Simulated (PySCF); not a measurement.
CH₃O₂ (cation, charge +1), SMILES OC=[OH+], singlet, B3LYP/def2-SVP optimised geometry.

```
6

O     -0.34    -1.52     0.00
C      0.22    -0.38     0.00
O     -0.47     0.68     0.00
H     -1.32    -1.50     0.00
H      1.32    -0.38     0.00
H      0.04     1.52     0.00
```

Density from B3LYP/def2-TZVP run with PySCF at that geometry.

Minimum of the electron density along straight lines between bonded atoms, close to the bond critical point (lines longer than 1.1 times the sum of covalent radii, or with two minima, are not listed):

```json
[
 {"bond": "O1–C2", "length / Å": "1.262", "ρ at the minimum / e bohr⁻³": "0.375", "∇²ρ there / e bohr⁻⁵": "-0.52", "position (fraction from the first atom)": "0.66"},
 {"bond": "C2–O3", "length / Å": "1.270", "ρ at the minimum / e bohr⁻³": "0.368", "∇²ρ there / e bohr⁻⁵": "-0.55", "position (fraction from the first atom)": "0.34"},
 {"bond": "O1–H4", "length / Å": "0.985", "ρ at the minimum / e bohr⁻³": "0.329", "∇²ρ there / e bohr⁻⁵": "-2.32", "position (fraction from the first atom)": "0.82"},
 {"bond": "C2–H5", "length / Å": "1.102", "ρ at the minimum / e bohr⁻³": "(withheld)", "∇²ρ there / e bohr⁻⁵": "-1.14", "position (fraction from the first atom)": "0.69"},
 {"bond": "O3–H6", "length / Å": "0.981", "ρ at the minimum / e bohr⁻³": "0.333", "∇²ρ there / e bohr⁻⁵": "-2.38", "position (fraction from the first atom)": "0.82"}
]
```

Some entries are withheld; supply them.


- C2–H5, ρ at the minimum / e bohr⁻³: 0.291
